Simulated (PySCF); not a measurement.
C₆H₅OS (doublet state).
Geometry (GFN2-xTB, Å), atoms numbered from 1 in this order:
```xyz
13
C6H5OS angstrom
C      2.6018    0.5143   -0.0378
C      1.2843    0.2189   -0.0149
C      0.6746   -1.0676    0.0552
C     -0.6909   -1.0236    0.0554
C     -1.2187    0.2736   -0.0109
C     -2.6017    0.6476   -0.0282
O     -3.0260    1.7828   -0.0833
S      0.0337    1.4690   -0.0769
H      2.9494    1.5290   -0.0957
H      3.3406   -0.2663    0.0005
H      1.2645   -1.9652    0.1018
H     -1.3284   -1.8895    0.1036
H     -3.2875   -0.2225    0.0137
```

The hyperfine couplings belong to this conformer and change with its torsions.

Identity: `[CH2]c1ccc(C=O)s1` [radical].

Computed with UKS B3LYP, pcH-1 on C H O S, non-relativistic, mean-field spin-orbit, GIAO (PySCF 2.14.0). Isolated species at its GFN2-xTB geometry (one conformer only). Couplings are sensitive to structure, and on GFN2-xTB geometries they can be far from those on DFT ones. No stability test was run, so a lower SCF solution isn't excluded. ⟨S²⟩ is 0.783 where a pure state has 0.75.

Principal values of hyperfine tensors in MHz (contact, dipolar and spin–orbit terms together), for some of the nuclei:

```csv
atom,isotope,A1,A2,A3
C1,13C,1.19,2.18,129.44
C2,13C,-61.25,-28.79,-24.05
H9,1H,-54.09,-35.23,-14.01
H10,1H,-53.50,-35.08,-13.76
C5,13C,2.04,3.45,82.51
C3,13C,4.91,5.08,74.55
C4,13C,-45.59,-16.69,-14.80
H11,1H,-29.00,-20.71,-8.44
```

(1) Split each tensor into its isotropic and traceless parts, and turn a_iso into mT with g = 2.0045.

(2) What spin density at the nucleus of C1 lies behind its contact coupling (g_N = 1.40482)?

(3) C6 (13C, g_N = 1.40482) isn't in the table. Its spin density at the nucleus is -0.01422 bohr⁻³. What is its contact coupling?

(4) Name the largest traceless tensor T of the table and describe it.

(5) What first-order splitting does C1 cause when the field lies along A1, A2 or A3 of its tensor (g taken as isotropic, no quadrupole term)?

Results:

(1) a_iso is a third of the trace, T = A − a_iso, and a(mT) = a(MHz)/(g × 13.996). The tensors hold a spin–orbit part: the run splits a_iso into a_FC + a_SO, and T includes its anisotropic share.

```csv
atom,a_iso (MHz),a_FC,a_SO,a_iso (mT),T1,T2,T3
C1,44.27,44.36,-0.09,1.578,-43.08,-42.09,85.17
C2,-38.03,-38.02,-0.01,-1.356,-23.22,9.24,13.98
H9,-34.44,-34.44,0.00,-1.228,-19.65,-0.79,20.44
H10,-34.11,-34.11,0.00,-1.216,-19.39,-0.96,20.35
C5,29.33,29.18,0.15,1.046,-27.29,-25.88,53.17
C3,28.18,28.19,-0.01,1.004,-23.27,-23.09,46.37
C4,-25.69,-25.71,0.02,-0.916,-19.90,9.00,10.90
H11,-19.38,-19.39,0.01,-0.691,-9.62,-1.32,10.94
```

(2) a_FC = 800.24 MHz bohr³ × g_N × ρ(0)/(2S). With a_FC = 44.36 MHz and 2S = 1, ρ(0) = 0.03946 bohr⁻³.

(3) By the same relation, a_FC = -15.99 MHz. Its full tensor has the principal values -18.45, -16.26, -13.18 MHz.

(4) C1: -43.1, -42.1, 85.2 MHz, axial, in the ratio −1:−1:+2, the form that spin in one p orbital centred on that nucleus gives.

(5) 2 lines (I = 1/2), spaced by |A_i|/(g × 13.996): 0.04, 0.08, 4.61 mT along the axes of A1, A2 and A3.

Hardware: an Arm Neoverse V2 with one thread, no GPU, on a shared host. Cost: 60 s (with the writing of density and orbital grids), 0.94 GiB resident at most.
